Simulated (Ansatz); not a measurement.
Cost and result for the atomization energy of C2H9AlN2 (`C[CH2][Al]([NH2])[NH2]`) (14 atoms, 13 bonds).

```xyz
14

C     1.3648    0.6707   -1.4094
C     1.2408    0.0539   -0.0152
Al   -0.5938   -0.2784    0.5838
N    -1.9576    0.1326   -0.4735
N    -0.9275   -0.9889    2.1746
H     0.9182    0.0301   -2.1755
H     2.4070    0.8376   -1.6993
H     0.8572    1.6378   -1.4693
H     1.7948   -0.8925    0.0253
H     1.7350    0.6977    0.7234
H    -2.9338    0.0040   -0.2657
H    -1.8523    0.5376   -1.3889
H    -1.8376   -1.1904    2.5542
H    -0.2153   -1.2517    2.8354
```

Charge 0, multiplicity 1. The geometry is a stationary point of PBE0-D4/def2-TZVP. It is one conformer, not always the lowest. Program: Ansatz. All runs use 4 threads of a server CPU on a shared host. Times are those of one run each, without the atoms' runs, and a repeat can differ threefold. Electronic energies, without spin–orbit coupling; frozen cores. CCSD(T)/CBS adds CCSD(T) − MP2 in def2-TZVPP to the MP2 limit, and its time is that of the two runs behind it. T1 = 0.010.

CCSD(T)/CBS is a level of theory with its own doubt, some kJ/mol a heavy atom from the limit and from the frozen cores, so smaller differences don't rank the functionals.

```json
{"level": "LDA (SPW92)/def2-TZVPP", "functions": "292", "wall time": "1.1 s"}
{"level": "PBE-D4/def2-TZVPP (with forces)", "functions": "292", "wall time": "2.2 s"}
{"level": "PBE0-D4/def2-TZVPP", "functions": "292", "wall time": "2.7 s"}
{"level": "r2SCAN-D4/def2-TZVPP (with forces)", "functions": "292", "wall time": "3.3 s"}
{"level": "r2SCANh-D4/def2-TZVPP", "functions": "292", "wall time": "3.8 s"}
{"level": "B2PLYP/def2-TZVPP", "functions": "292", "wall time": "4.7 s"}
{"level": "CCSD(T)/def2-SVP", "functions": "119", "wall time": "5 s"}
{"level": "B97M-V/def2-TZVPP", "functions": "292", "wall time": "5.5 s"}
{"level": "ωB97X-V/def2-TZVPP", "functions": "292", "wall time": "6 s"}
{"level": "ωB97M-V/def2-TZVPP (with forces)", "functions": "292", "wall time": "8 s"}
{"level": "MP2/def2-QZVPP", "functions": "568", "wall time": "24 s"}
{"level": "CCSD(T)/def2-TZVPP", "functions": "292", "wall time": "2.4 min"}
{"level": "CCSD(T)/CBS(def2)", "functions": "–", "wall time": "2.8 min"}
```

Task: What atomization energy does each give, and how far from CCSD(T)/CBS? (Best estimate.)

Result: Ansatz gave: 
```tsv
level	atomization (kJ/mol)	difference from CCSD(T)/CBS	per bond
LDA (SPW92)/def2-TZVPP	5775.2	658.5	50.7
PBE-D4/def2-TZVPP (with forces)	5181.9	65.2	5.0
PBE0-D4/def2-TZVPP	5103.1	-13.6	-1.0
r2SCAN-D4/def2-TZVPP (with forces)	5100.2	-16.5	-1.3
r2SCANh-D4/def2-TZVPP	5074.0	-42.7	-3.3
B2PLYP/def2-TZVPP	5064.4	-52.3	-4.0
CCSD(T)/def2-SVP	4798.7	-318.0	-24.5
B97M-V/def2-TZVPP	5114.7	-2.0	-0.2
ωB97X-V/def2-TZVPP	5125.2	8.5	0.7
ωB97M-V/def2-TZVPP (with forces)	5131.3	14.6	1.1
MP2/def2-QZVPP	5107.6	-9.1	-0.7
CCSD(T)/def2-TZVPP	4973.7	-143.0	-11.0
CCSD(T)/CBS(def2)	5116.7	0.0	0.0
```

In def2-TZVPP, CCSD(T) changes the Hartree–Fock value by +1289.0 kJ/mol (the triples alone add +64.6 kJ/mol) and MP2 by +1337.3 kJ/mol; breaking electron pairs costs correlation energy, which Hartree–Fock lacks. At CCSD(T), def2-SVP lies −318.0 kJ/mol from the extrapolated value and def2-TZVPP −143.0 kJ/mol: correlation converges slowly with the basis, and small sets miss more of it in the bonded molecule than in its fragments. From BLYP to BHLYP (50 % exact exchange), in def2-TZVPP and without D4, the atomization energy moves by −97.8 kJ/mol: exact exchange takes away binding that semilocal exchange gives to molecules.
